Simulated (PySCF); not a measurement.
## Radial density of Tc (technetium, neutral)

UHF, [Kr] 4d4 5s2 5p1, one real determinant (an excited configuration). Computed with PySCF 2.14 in x2c-TZVPPall with one added diffuse shell each of s, p, d, f type (9s7p7d3f1g, 95 functions), with scalar relativity by spin-free X2C-1e.

```json
{"r (bohr)": "0.0368", "4πr²ρ (e/bohr)": "48.92", "4πr²(ρα − ρβ)": "0.0003"}
{"r (bohr)": "0.0620", "4πr²ρ (e/bohr)": "50.04", "4πr²(ρα − ρβ)": "0.0127"}
{"r (bohr)": "0.104", "4πr²ρ (e/bohr)": "67.86", "4πr²(ρα − ρβ)": "0.1131"}
{"r (bohr)": "0.175", "4πr²ρ (e/bohr)": "47.15", "4πr²(ρα − ρβ)": "0.4649"}
{"r (bohr)": "0.295", "4πr²ρ (e/bohr)": "50.84", "4πr²(ρα − ρβ)": "0.6110"}
{"r (bohr)": "0.496", "4πr²ρ (e/bohr)": "30.98", "4πr²(ρα − ρβ)": "-0.0112"}
{"r (bohr)": "0.834", "4πr²ρ (e/bohr)": "12.34", "4πr²(ρα − ρβ)": "1.5511"}
{"r (bohr)": "1.40", "4πr²ρ (e/bohr)": "8.112", "4πr²(ρα − ρβ)": "2.8723"}
{"r (bohr)": "2.36", "4πr²ρ (e/bohr)": "2.028", "4πr²(ρα − ρβ)": "1.0843"}
{"r (bohr)": "3.97", "4πr²ρ (e/bohr)": "0.7535", "4πr²(ρα − ρβ)": "0.2859"}
{"r (bohr)": "6.68", "4πr²ρ (e/bohr)": "0.08891", "4πr²(ρα − ρβ)": "0.0492"}
{"r (bohr)": "11.2", "4πr²ρ (e/bohr)": "0.0009837", "4πr²(ρα − ρβ)": "0.0008"}
{"r (bohr)": "18.9", "4πr²ρ (e/bohr)": "1.124e-05", "4πr²(ρα − ρβ)": "0.0000"}
```

Densities and radii are taken from the X2C orbitals without a picture-change correction, which distorts them close to the nucleus.

⟨L²⟩ = 8.00 against 12 for a pure F term, so this real determinant mixes terms.

Question: Where is the radial spin density 4πr²(ρα − ρβ) most negative, and why is it negative at all?

Answer: Around r = 0.496 bohr, down to -0.0112 e/bohr: exchange with the open shell polarises the paired shells in an unrestricted calculation.
